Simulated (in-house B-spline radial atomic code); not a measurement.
# RPA and G0W0 on PBE0: the bromine ion Br²⁺

Configuration [Ar] 3d10 4s2 4p3, highest spin, mean-field start PBE0. Computed with a B-spline radial code for spherical atoms: all electrons, scalar-relativistic (spin-free one-electron X2C), finite nucleus, each spin shell either full or empty, empty states to l = 9 with an (l + 1/2)⁻⁴ tail; G0W0 by contour deformation at full frequency.

Command:
```bash
python run_gw.py task.json out
```
Settings (radii: box in bohr, nucleus in fm):
```
Z                        35
electrons                33
configuration            [Ar] 3d10 4s2 4p3
hamiltonian              x2c
method                   pbe0
lmax                     9
rms_radius               4.1629
spin_polarised           True
box_radius               17.55
intervals                70
```

Cost of the run: 3.1 s on 1 thread of Intel(R) Xeon(R) Platinum 8488C (shared host).

Energies (hartree):

| term | value |
| --- | --- |
| mean-field total | -2604.79506 |
| Hartree-Fock functional on these orbitals | -2603.35212 |
| direct second order | -2.7402 |
| second-order exchange | 0.80312 |
| SOSEX correction | 0.74134 |

Question: What is the RPA correlation energy, and what remains with SOSEX?

Answer: RPA gives -2.3908 hartree (-1.97 eV per electron); RPA + SOSEX gives -1.6495, and the second-order doubles -1.9371 hartree (no singles). RPA lacks exchange-type terms and so overcorrelates at short range.

Quasi-particle levels (eV):

```csv
level,occupied,mean field,Σx - vxc,Σc,QP weight,G0W0
4p up,yes,-31.09,-4.02,?,?,?
4s down,yes,-41.09,-2.26,-2.14,0.937,-45.49
3d down,yes,-95.37,-14.10,5.62,0.853,-103.84
4p down,no,-24.775,5.64,-2.54,0.943,-21.680
```

G0W0 = mean field + (Σx - vxc) + Σc, with Σc (partial-wave tail included) taken at the quasi-particle energy. Only the outer levels were computed. Levels of low weight are left out.

Question: Where does G0W0 put 4p up?

Answer: At -35.45 eV, with Σc = -0.34 eV and a quasi-particle weight of 0.942. The tabulated removal energy is 34.871 ± 0.019 eV (NIST, measured); the calculation leaves out spin-orbit coupling, Breit and QED terms, and what these don't explain is the method's own error.
